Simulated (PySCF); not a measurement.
**N: interval between two levels**

N [He] 2s2 2p3 [4S3/2, M_J = 3/2] → N [He] 2s1 2p4 [4P5/2, M_J = 5/2], as a difference of total energies. Calculation: PySCF 2.14, in x2c-TZVPall-2c; the two-component X2C-1e Hamiltonian. Correlated levels: 1s2 frozen. "Screened" scales the spin-orbit matrix elements by Boettger's factors to mimic the two-electron term; Breit and QED terms are absent.

```json
{"method": "GHF (spin-free)", "interval between two levels (cm⁻¹)": "88675"}
{"method": "GMP2 (spin-free)", "interval between two levels (cm⁻¹)": "89496"}
{"method": "GHF (screened spin-orbit)", "interval between two levels (cm⁻¹)": "88642"}
{"method": "GMP2 (screened spin-orbit)", "interval between two levels (cm⁻¹)": "89458"}
```

Errors of the correlated levels include the incompleteness of this basis and the frozen core.

The labels give the starting determinants; with spin-orbit coupling the two ends relaxed to ⟨J²⟩ = 3.76, ⟨L²⟩ = 0.00, ⟨S²⟩ = 3.76 and ⟨J²⟩ = 8.80, ⟨L²⟩ = 2.00, ⟨S²⟩ = 3.79.

For comparison: 88107 cm⁻¹ (measured; NIST Handbook of Basic Atomic Spectroscopic Data (Sansonetti and Martin, J. Phys. Chem. Ref. Data 34, 1559 (2005))).
